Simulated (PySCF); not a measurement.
CH9AlO2Si2, charge -1, doublet, geometry from GFN2-xTB (such geometries of metal compounds can be far from the true shape) (a state made from the parent by changing its charge; the spin is typed, not shown lowest) (in this run its highest filled SCF level lies above zero, so its values depend strongly on the basis, on diffuse functions most of all). Base run: SVWN5/STO-3G (PySCF).

The PySCF input:
```python
from pyscf import gto, scf, dft

mol = gto.Mole()
mol.atom = '''
    Al    0.19354210    0.30225555    0.29566521
    C     1.05732663    1.73202347    1.56042372
    H     1.75424696    1.28316310    2.27448695
    H     0.30759973    2.27173978    2.15034991
    H     1.62034120    2.49393643    1.00907015
    O    -0.94728715    1.05826374   -0.84777139
    Si   -1.94584385    1.81303945   -1.83382635
    H    -3.34347479    1.47647924   -1.50150112
    H    -1.68440660    1.40863552   -3.22905358
    H    -1.79209964    3.27615689   -1.74412881
    O     0.76244295   -1.36584032    0.58358036
    Si    1.32118516   -2.82503503    0.90117758
    H     0.22092115   -3.71167780    1.32553676
    H     2.32576204   -2.78974776    1.97964453
    H     1.95507832   -3.40159751   -0.29998414
'''
mol.basis = 'sto-3g'
mol.charge = -1
mol.spin = 1
mol.verbose = 4
mol.build()

mf = dft.UKS(mol)
mf.xc = 'lda,vwn'
mf.kernel()
```

Variants of this job, named by their change:

```json
[
 {"change": "base", "E (Eh)": "-998.05205", "HOMO (eV)": "8.99", "<S^2>": "0.751", "core-seconds (rough)": "6"},
 {"change": "functional = mn12l", "E (Eh)": "-1001.07596", "HOMO (eV)": "9.50", "<S^2>": "0.756", "core-seconds (rough)": "20"},
 {"change": "functional = wb97x", "E (Eh)": "-1002.96529", "HOMO (eV)": "6.25", "<S^2>": "0.754", "core-seconds (rough)": "40"},
 {"change": "functional = r2scan", "E (Eh)": "-1002.89297", "HOMO (eV)": "8.75", "<S^2>": "0.755", "core-seconds (rough)": "30"},
 {"change": "functional = x3lyp", "E (Eh)": "-1002.84705", "HOMO (eV)": "8.22", "<S^2>": "0.752", "core-seconds (rough)": "20"},
 {"change": "functional = bhandhlyp", "E (Eh)": "-1002.94768", "HOMO (eV)": "7.44", "<S^2>": "0.754", "core-seconds (rough)": "10"},
 {"change": "functional = b3lyp5", "E (Eh)": "-1002.78096", "HOMO (eV)": "8.31", "<S^2>": "0.752", "core-seconds (rough)": "20"},
 {"change": "functional = pbe; dispersion = d4", "E (Eh)": "-1002.35291", "HOMO (eV)": "8.81", "<S^2>": "0.752", "core-seconds (rough)": "20"},
 {"change": "functional = pw91,pw91", "E (Eh)": "-1002.85192", "HOMO (eV)": "8.72", "<S^2>": "0.752", "core-seconds (rough)": "20"},
 {"change": "functional = hf", "E (Eh)": "-1000.36825", "HOMO (eV)": "6.50", "<S^2>": "0.759", "core-seconds (rough)": "1"},
 {"change": "functional = lc_wpbe", "E (Eh)": "-1002.57851", "HOMO (eV)": "6.02", "<S^2>": "0.755", "core-seconds (rough)": "30"},
 {"change": "functional = blyp", "E (Eh)": "-1002.85867", "HOMO (eV)": "8.93", "<S^2>": "0.752", "core-seconds (rough)": "10"},
 {"change": "functional = o3lyp", "E (Eh)": "-1003.04381", "HOMO (eV)": "8.47", "<S^2>": "0.753", "core-seconds (rough)": "20"}
]
```

Total energies compare only within one method and basis.

Open shells are given as the SCF converged; they aren't shown to be the lowest states, and a large step between rows can be another state.
